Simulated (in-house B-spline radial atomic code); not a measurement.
How numerical settings move a run on Ti⁺, [Ar] 3d2 4s1. Computed with a B-spline radial code for spherical atoms: Dirac-Kohn-Sham BLYP, spherical fractional occupations, Fermi nucleus of rms radius 3.5921 fm.

Command:
```bash
python run_scf.py task.json out
```
Settings of the sound reference run:
```
Z                22
electrons        21
configuration    [Ar] 3d2 4s1
hamiltonian      dirac
method           b88,lyp
spin_polarised   False
nucleus          fermi
rms_radius       3.5921
mass_number      48
atomic_mass      47.94794
speed_of_light   137.036
knot_spacing     0.22
spline_order     8
gauss_points     12
box_radius       35.29
max_iterations   70
damping          0.5
damped_steps     3
diis_vectors     10
tolerance        1e-08
start            Thomas-Fermi
```

Cost of the run: 1.5 s on 1 thread of AMD EPYC 7R43 64-Core Processor, on a shared host.

It converges in 9 iterations to -853.571969 hartree, with 4s1/2 at -10.3836 eV. The other runs change the listed settings, some to values that make no sense; their results aren't properties of the atom or ion. Radii are in bohr (the nuclear one in fm), a minus after a letter asks for a j subshell, and «unchanged» means within 1e-8 hartree. The run stops when the residual is below 10 × tolerance × max(1, Z/10), or a noise floor if that is larger, and the energy moves by less than 1e-8 × √|E| hartree; so very loose and very tight tolerances often act alike.

```tsv
changed settings	outcome
gauss_points = 5, box_radius = 2.12, first_knot = 0.0455, max_iterations = 50, damping = 0.8	converged in 8 iterations, energy +7.25e+00 hartree from the reference, 4s1/2 level +9.6e+01 eV (the program warns: 4s1/2 has a positive eigenvalue: unbound, held by the box; 3d3/2 has a positive eigenvalue: unbound, held by the box)
method = tpss,tpss	stopped with error: meta-GGAs are not served with the Dirac Hamiltonian
electrons = 22, configuration = [Ar] 3d2 4s1 5p-1, max_iterations = 75	converged in 13 iterations to -853.6346 hartree, a different physical problem (warning: 5p1/2 reaches the box edge)
first_knot = 4.55e-05	converged in 9 iterations, energy +1.34e-06 hartree from the reference, 4s1/2 level +2.1e-06 eV
first_knot = 0.00455	converged in 9 iterations, energy -7.77e-04 hartree from the reference, 4s1/2 level -1.3e-05 eV
first_knot = 0.0455	converged in 9 iterations, energy +1.35e-01 hartree from the reference, 4s1/2 level +1.0e-04 eV
damping = 0	converged in 11 iterations, energy unchanged, 4s1/2 level -1.2e-06 eV
first_knot = 0.000455	converged in 9 iterations, energy -8.27e-06 hartree from the reference
start = bare nucleus	converged in 10 iterations, energy unchanged, 4s1/2 level +3.9e-06 eV
box_radius = 1.41, first_knot = 4.55e-06, max_iterations = 60, damped_steps = 1	converged in 7 iterations, energy +2.94e+01 hartree from the reference, 4s1/2 level +3.7e+02 eV (the program warns: 4s1/2 has a positive eigenvalue: unbound, held by the box; 3s1/2 has a positive eigenvalue: unbound, held by the box)
first_knot = 0.0136	converged in 9 iterations, energy +7.98e-03 hartree from the reference, 4s1/2 level +1.8e-05 eV
electrons = 23, configuration = [Ar] 3d2 4s3, max_iterations = 60	stopped with error: shell 4s holds at most 2 electrons
max_iterations = 8, damping = 0	not converged after 8 iterations, last residual 8.1e-04, last energy +4.15e-05 hartree from the reference
```

**Question.** What happens with first_knot = 0.136?

**Answer.** Converged in 9 iterations, energy +2.04e+00 hartree from the reference, 4s1/2 level -6.7e-03 eV.

**Question.** What happens with knot_spacing = 0.4, first_knot = 0.136, max_iterations = 50, damping = 0.8?

**Answer.** Converged in 11 iterations, energy +3.32e+00 hartree from the reference, 4s1/2 level -1.9e-02 eV.

**Question.** What happens with damping = 0.2?

**Answer.** Converged in 10 iterations, energy unchanged, 4s1/2 level +7.9e-06 eV.

**Question.** What happens with first_knot = 4.55e-06?

**Answer.** Converged in 10 iterations, energy -6.47e-08 hartree from the reference, 4s1/2 level +4.3e-07 eV.
